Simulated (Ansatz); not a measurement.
Ideal-gas functions of C2HBr2F (`F/C(Br)=C\Br`) at 400 K and 1 bar, from an Ansatz frequency run at PBE0-D4/def2-TZVP.

Molar mass 203.84 g/mol, point group Cs (symmetry number 1), electronic degeneracy 1, moments of inertia 59.87, 846.238, 906.107 u Å². Harmonic wavenumbers (cm⁻¹, unscaled): 156, 159, 220, 356, 552, 740, 788, 790, 1094, 1279, 1720, 3273.

Use S(trans) = R[1.5 ln M + 2.5 ln T − 1.1517]; rotational temperatures θ = 24.2544 K / I; S(rot) = R[ln(√π/σ · √(T³/θAθBθC)) + 1.5]; for each mode x = 1.438777 ν̃/T, S = R[x/(eˣ − 1) − ln(1 − e⁻ˣ)] and H = RT x/(eˣ − 1); 1 cm⁻¹ = 0.0119627 kJ/mol; R = 8.31446 J/(mol·K).

Problem. By hand: the entropy, in J/(mol·K).

Solution. Translation 181.3. Rotation: θ = 0.4051, 0.0287, 0.0268 K, giving 125.5. Vibration, mode by mode: 13.23, 13.07, 10.47, 6.80, 3.86, 2.26, 1.97, 1.96, 0.82, 0.47, 0.12, 0.00, in all 55.0. Electronic 0.0. Sum 361.8 J/(mol·K).

Problem. By hand: H − E and G − E in kJ/mol, counted from the electronic energy.

Solution. Zero-point energy ½ × 11127 × 0.0119627 = 66.6; thermal vibration 12.1; translation, rotation and pV give 4 RT = 13.3. H − E = 92.0 kJ/mol, and G − E = 92.0 − 400 × 361.8/1000 = -52.7 kJ/mol.

Vibration gives 15 % of the entropy.
